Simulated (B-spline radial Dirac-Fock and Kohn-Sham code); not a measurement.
# Ir⁵⁺: K-LL lines in intermediate coupling

System: Ir⁵⁺ in the configuration [Xe] 4f14 5d4.

Model: relaxed Dirac-Fock hole states (ΔSCF) with Breit and QED corrections and a finite nucleus. Program: an atomic code on a B-spline grid. The two-hole levels come from diagonalising the Coulomb interaction among the jj configurations; intensities are independent-particle Coulomb rates. Kinetic energies are from the vacuum level. Correlation energy is missing from these numbers. Open outer shells are spectators and are not coupled to the holes. The rates lack the Breit term, which in heavy atoms raises K-L1L1 and K-L1L2. Labels follow the leading weight; the literature often keeps the label of the LS limit.

| kinetic energy (eV) | J | leading jj holes (weight) | leading LS term (weight) |
| --- | --- | --- | --- |
| 48931.9 | 0 | L1L1 (1.00) | ¹S0 (1.00) |
| 49536.2 | 1 | L1L2 (1.00) | ³P1 (0.63) |
| 49580.9 | 0 | L1L2 (1.00) | ³P0 (1.00) |
| 50072.6 | 0 | L2L2 (1.00) | ³P0 (0.65) |
| 51122.8 | 1 | L1L3 (1.00) | ¹P1 (0.63) |
| 51208.4 | 2 | L1L3 (1.00) | ³P2 (1.00) |
| 51717.4 | 2 | L2L3 (1.00) | ¹D2 (0.68) |
| 51744.6 | 1 | L2L3 (1.00) | ³P1 (1.00) |
| 53304.5 | 0 | L3L3 (1.00) | ¹S0 (0.65) |
| 53357.5 | 2 | L3L3 (1.00) | ³P2 (0.68) |

The intensity is shared as follows: 51717.4 eV 36.8 %, 49536.2 eV 17.0 %, 53357.5 eV 12.3 %, 48931.9 eV 12.2 %, 51122.8 eV 12.0 %, 51208.4 eV 3.0 %, 50072.6 eV 2.5 %, 49580.9 eV 2.4 %, 53304.5 eV 1.7 %, 51744.6 eV 0.1 %.

The strongest line, by its leading LS label ¹D2, lies at 51717.4 eV. The mean weight of the leading component is 1.00 in jj and 0.79 in LS coupling, so jj labels describe these levels better.

Values without a named source are computed, but for edge energies of neutral atoms, which are taken from tables.
